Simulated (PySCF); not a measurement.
BeO (SMILES [Be]=[O]), singlet, at a GFN2-xTB geometry (such geometries of metal compounds can be far from the true shape); PBE0/cc-pVDZ (PySCF).

The PySCF input:
```python
from pyscf import gto, scf, dft

mol = gto.Mole()
mol.atom = '''
    Be   -0.000000   -0.000000   -0.863051
    O     0.000000    0.000000    0.431525
'''
mol.basis = 'cc-pvdz'
mol.charge = 0
mol.spin = 0
mol.verbose = 4
mol.build()

mf = dft.RKS(mol)
mf.xc = 'pbe0'
mf.kernel()
mf.analyze()
```

Task: Write the output that PySCF gives for this input, abridged.

Result: 
```
PySCF version 2.14.0

[INPUT] verbose = 4
[INPUT] num. atoms = 2
[INPUT] num. electrons = 12
[INPUT] charge = 0
[INPUT] spin (= nelec alpha-beta = 2S) = 0
[INPUT] symmetry False subgroup None
[INPUT] Mole.unit = angstrom
[INPUT] Symbol           X                Y                Z      unit          X                Y                Z       unit  Magmom
[INPUT]  1 Be     0.000000000000   0.000000000000  -0.863051000000 AA    0.000000000000   0.000000000000  -1.630930021532 Bohr   0.0
[INPUT]  2 O      0.000000000000   0.000000000000   0.431525000000 AA    0.000000000000   0.000000000000   0.815464065903 Bohr   0.0

nuclear repulsion = 13.0804763485805
number of shells = 10
number of NR pGTOs = 52
number of NR cGTOs = 28
basis = cc-pvdz
ecp = {}

******** <class 'pyscf.dft.rks.RKS'> ********
method = RKS
initial guess = minao
damping factor = 0
level_shift factor = 0
DIIS = <class 'pyscf.scf.diis.CDIIS'>
diis_start_cycle = 1
diis_space = 8
diis_damp = 0
SCF conv_tol = 1e-09
SCF conv_tol_grad = None
SCF max_cycles = 50
direct_scf = True
direct_scf_tol = 1e-13
XC library pyscf.dft.libxc version 7.1.2
    S. Lehtola, C. Steigemann, M. J. T. Oliveira, and M. A. L. Marques,  SoftwareX 7, 1–5 (2018)
XC functionals = pbe0
    C. Adamo and V. Barone,  J. Chem. Phys. 110, 6158 (1999)
    M. Ernzerhof and G. E. Scuseria,  J. Chem. Phys. 110, 5029 (1999)
radial grids:
    Treutler-Ahlrichs [JCP 102, 346 (1995); DOI:10.1063/1.469408] (M4) radial grids

becke partition: Becke, JCP 88, 2547 (1988); DOI:10.1063/1.454033
pruning grids: <function nwchem_prune>
grids dens level: 3
symmetrized grids: False
atomic radii adjust function: <function treutler_atomic_radii_adjust>
small_rho_cutoff = 0
Set gradient conv threshold to 3.16228e-05
Initial guess from minao.
tot grids = 27808
init E= -89.847505755019
  HOMO = -0.467585782044238  LUMO = -0.176657904462787  gap/eV = 7.91655
cycle= 1 E= -89.4778048383524  delta_E= 0.37  |g|= 1.13  |ddm|= 1.74
  HOMO = -0.0807756438788862  LUMO = 0.0527108548730384  gap/eV = 3.63235
cycle= 2 E= -84.6216291963033  delta_E= 4.86  |g|= 3.38  |ddm|= 2.91
  HOMO = -0.326433507104959  LUMO = -0.110629259136518  gap/eV = 5.87233
cycle= 3 E= -89.7348725341709  delta_E= -5.11  |g|= 0.381  |ddm|= 2.71
  HOMO = -0.275307704239536  LUMO = -0.144884934682374  gap/eV = 3.54898
cycle= 4 E= -89.7822325437758  delta_E= -0.0474  |g|= 0.065  |ddm|= 0.354
  HOMO = -0.27155716126162  LUMO = -0.140179383386237  gap/eV = 3.57497
cycle= 5 E= -89.7833034796703  delta_E= -0.00107  |g|= 0.0225  |ddm|= 0.0732
  HOMO = -0.272732514631261  LUMO = -0.142102745551645  gap/eV = 3.55462
cycle= 6 E= -89.7834518173403  delta_E= -0.000148  |g|= 0.00162  |ddm|= 0.0216
  HOMO = -0.272722544116212  LUMO = -0.142403263846488  gap/eV = 3.54617
cycle= 7 E= -89.7834558869068  delta_E= -4.07e-06  |g|= 0.00139  |ddm|= 0.00697
  HOMO = -0.272812483531417  LUMO = -0.14239109667548  gap/eV = 3.54895
cycle= 8 E= -89.7834564868349  delta_E= -6e-07  |g|= 0.000861  |ddm|= 0.00214
  HOMO = -0.272916554434255  LUMO = -0.142399596128067  gap/eV = 3.55155
cycle= 9 E= -89.7834566547611  delta_E= -1.68e-07  |g|= 0.000157  |ddm|= 0.000605
  HOMO = -0.272934868417753  LUMO = -0.142396410278701  gap/eV = 3.55213
cycle= 10 E= -89.7834566600581  delta_E= -5.3e-09  |g|= 4.76e-06  |ddm|= 9.67e-05
  HOMO = -0.272935348891835  LUMO = -0.142396359350227  gap/eV = 3.55215
cycle= 11 E= -89.783456660063  delta_E= -4.86e-12  |g|= 3.54e-08  |ddm|= 3.7e-06
  HOMO = -0.272935336559433  LUMO = -0.142396355336936  gap/eV = 3.55215
Extra cycle  E= -89.783456660063  delta_E= -2.84e-14  |g|= 4.21e-08  |ddm|= 6.88e-08
converged SCF energy = -89.783456660063
**** SCF Summaries ****
Total Energy =                         -89.783456660062996
Nuclear Repulsion Energy =              13.080476348580540
One-electron Energy =                 -149.657908639580796
Two-electron Energy =                   46.793975630937275
Two-electron Coulomb Energy =           58.149759292362781
DFT Exchange-Correlation Energy =      -11.355783661425507
HOMO-LUMO gap [eV] =                     3.552146608702884
**** MO energy ****
MO #1   energy= -19.1349665467505  occ= 2
MO #2   energy= -4.09671617053047  occ= 2
MO #3   energy= -0.876644903438536 occ= 2
MO #4   energy= -0.303982477955807 occ= 2
MO #5   energy= -0.272935336559438 occ= 2
MO #6   energy= -0.272935336559433 occ= 2
MO #7   energy= -0.142396355336936 occ= 0
MO #8   energy= 0.0321811694131767 occ= 0
MO #9   energy= 0.0321811694131827 occ= 0
MO #10  energy= 0.111049411291355  occ= 0
MO #11  energy= 0.186702778987145  occ= 0
MO #12  energy= 0.219578504004723  occ= 0
MO #13  energy= 0.219578504004726  occ= 0
MO #14  energy= 0.44811559836331   occ= 0
 ** Mulliken pop on meta-lowdin orthogonal AOs  **
 ** Mulliken pop  **
pop of  0 Be 1s           1.99976
pop of  0 Be 2s           0.26067
pop of  0 Be 3s           0.00249
pop of  0 Be 2px          0.23216
pop of  0 Be 2py          0.23216
pop of  0 Be 2pz          0.00986
pop of  0 Be 3px          0.00192
pop of  0 Be 3py          0.00192
pop of  0 Be 3pz          0.02620
pop of  0 Be 3dxy         0.00000
pop of  0 Be 3dyz         0.00000
pop of  0 Be 3dz^2        0.00028
pop of  0 Be 3dxz         0.00000
pop of  0 Be 3dx2-y2      0.00000
pop of  1 O 1s            1.99997
pop of  1 O 2s            1.90169
pop of  1 O 3s            0.00086
pop of  1 O 2px           1.74930
pop of  1 O 2py           1.74930
pop of  1 O 2pz           1.79254
pop of  1 O 3px           0.01203
pop of  1 O 3py           0.01203
pop of  1 O 3pz           0.00084
pop of  1 O 3dxy          0.00000
pop of  1 O 3dyz          0.00458
pop of  1 O 3dz^2         0.00485
pop of  1 O 3dxz          0.00458
pop of  1 O 3dx2-y2       0.00000
 ** Mulliken atomic charges  **
charge of    0Be =      1.23257
charge of    1O =     -1.23257
Dipole moment(X, Y, Z, Debye):  0.00000,  0.00000, -5.84311
```
